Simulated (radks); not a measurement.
Spherical quantum dot in the effective-mass picture: electrons in a well V = -V0 / (1 + exp((r - R)/a)) with V0 = 29.1, R = 1.86, a = 0.12, all in effective atomic units (hartree* = m*/eps^2 hartree, bohr* = eps/m* bohr), one dielectric constant everywhere. Method: non-relativistic Kohn-Sham, PBE, spin-polarised, spherical densities; computed with a radial shooting solver with Libxc functionals. Levels are named by radial order and angular momentum (1s, 1p, 1d, 2s, ...), and open shells are averaged over m. Results are scaled to m* = 0.057 and eps = 7.4, for which hartree* = 28.32 meV and bohr* = 6.87 nm. Each electron was tried in the lowest free levels, single moves between levels near the top were tried too, and the lowest total energy was kept; such a search can miss a lower state. The series stops at N = 31: beyond it a trial failed or the search could not be trusted, so later rows were left out. At N = 1 the Hartree and exchange-correlation terms need not cancel, so that row can carry a self-interaction error.

| N | open shells | 2S | E (meV) | mu = E(N) - E(N-1) (meV) | addition energy mu(N+1) - mu(N) (meV) | e(HOMO) (meV) | rms radius (nm) |
|---|---|---|---|---|---|---|---|
| 1 | 1s(up 1, down 0) | 1 | -780.115 | -780.11 | 26.22 | -770.22 | 6.661 |
| 2 | none | 0 | -1534.01 | -753.90 | 60.71 | -744.07 | 6.840 |
| 3 | 1p(up 1, down 0) | 1 | -2227.20 | -693.18 | 19.55 | -683.59 | 7.289 |
| 4 | 1p(up 2, down 0) | 2 | -2900.83 | -673.64 | 20.18 | -663.60 | 7.531 |
| 5 | 1p(up 3, down 0) | 3 | -3554.29 | -653.46 | 26.51 | -643.30 | 7.695 |
| 6 | 1p(up 3, down 1) | 2 | -4181.25 | -626.95 | 18.99 | -617.62 | 7.828 |
| 7 | 1p(up 3, down 2) | 1 | -4789.22 | -607.97 | 19.58 | -598.23 | 7.934 |
| 8 | none | 0 | -5377.61 | -588.39 | 67.11 | -578.51 | 8.024 |
| 9 | 1d(up 1, down 0) | 1 | -5898.88 | -521.28 | 18.63 | -511.99 | 8.161 |
| 10 | 1d(up 2, down 0) | 2 | -6401.53 | -502.65 | 18.75 | -493.29 | 8.274 |
| 11 | 1d(up 3, down 0) | 3 | -6885.43 | -483.90 | 18.81 | -474.50 | 8.371 |
| 12 | 1d(up 4, down 0) | 4 | -7350.52 | -465.09 | 18.84 | -455.67 | 8.455 |
| 13 | 1d(up 5, down 0) | 5 | -7796.77 | -446.25 | 24.36 | -436.83 | 8.530 |
| 14 | 1d(up 5, down 1) | 4 | -8218.65 | -421.89 | 18.22 | -412.81 | 8.599 |
| 15 | 1d(up 5, down 2) | 3 | -8622.32 | -403.67 | 18.35 | -394.51 | 8.662 |
| 16 | 1d(up 5, down 3) | 2 | -9007.64 | -385.32 | 18.42 | -376.12 | 8.719 |
| 17 | 1d(up 5, down 4) | 1 | -9374.55 | -366.91 | 18.45 | -357.68 | 8.772 |
| 18 | none | 0 | -9723.00 | -348.45 | 66.73 | -339.22 | 8.822 |
| 19 | 2s(up 1, down 0) | 1 | -10004.7 | -281.72 | 25.10 | -270.78 | 8.807 |
| 20 | 2s(up 1, down 0) 1f(up 1, down 0) | 2 | -10261.3 | -256.62 | 17.77 | -247.74 | 8.870 |
| 21 | 2s(up 1, down 0) 1f(up 2, down 0) | 3 | -10500.2 | -238.85 | 17.79 | -229.96 | 8.929 |
| 22 | 2s(up 1, down 0) 1f(up 3, down 0) | 4 | -10721.3 | -221.06 | 17.79 | -212.17 | 8.983 |
| 23 | 2s(up 1, down 0) 1f(up 4, down 0) | 5 | -10924.5 | -203.27 | 17.79 | -194.37 | 9.034 |
| 24 | 2s(up 1, down 0) 1f(up 5, down 0) | 6 | -11110.0 | -185.48 | 17.78 | -176.59 | 9.082 |
| 25 | 2s(up 1, down 0) 1f(up 6, down 0) | 7 | -11277.7 | -167.70 | 17.77 | -158.23 | 9.128 |
| 26 | 2s(up 1, down 0) 1f(up 7, down 0) | 8 | -11427.6 | -149.93 | 22.92 | -139.58 | 9.171 |
| 27 | 2s(up 1, down 0) 1f(up 7, down 1) | 7 | -11554.6 | -127.01 | 17.42 | -118.30 | 9.212 |
| 28 | 2s(up 1, down 0) 1f(up 7, down 2) | 6 | -11664.2 | -109.58 | 17.45 | -100.86 | 9.252 |
| 29 | 2s(up 1, down 0) 1f(up 7, down 3) | 5 | -11756.3 | -92.132 | 16.89 | -83.329 | 9.289 |
| 30 | 1f(up 7, down 5) | 2 | -11831.6 | -75.245 | 16.90 | -67.100 | 9.376 |
| 31 | 1f(up 7, down 6) | 1 | -11889.9 | -58.345 | - | -49.591 | 9.409 |

All shells are closed at N = 2, 8, 18 (there: 1s2 1p6 1d10); the second difference of the energy has clear peaks (12 % above both neighbours; the first and last values, which can be the largest, are not judged, and half-filled shells can peak too) at N = 2, 5, 8, 13, 18, 26.
